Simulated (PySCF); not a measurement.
# How methods differ on the interval between two levels of Bi

Bi [Xe] 4f14 5d10 6s2 6p3 [4S3/2, M_J = 3/2] → Bi [Xe] 4f14 5d10 6s1 6p4 [4P5/2, M_J = 5/2], as a difference of total energies. Computed with PySCF 2.14 in x2c-SVPall-2c with one added diffuse shell each of s, p type (8s12p7d2f, 93 functions), with the two-component X2C-1e Hamiltonian. Correlated levels: [Kr] 4d10 4f14 frozen; the 22 highest virtual spinors dropped. "Screened" scales the spin-orbit matrix elements by Boettger's factors to mimic the two-electron term; Breit and QED terms are absent.

```csv
method,interval between two levels (cm⁻¹)
GHF (spin-free),75698
GMP2 (spin-free),80726
GHF (screened spin-orbit),73340
GMP2 (screened spin-orbit),77471
```

The labels give the starting determinants; with spin-orbit coupling the two ends relaxed to ⟨J²⟩ = 3.78, ⟨L²⟩ = 0.82, ⟨S²⟩ = 3.21 and ⟨J²⟩ = 8.80, ⟨L²⟩ = 2.45, ⟨S²⟩ = 3.83.
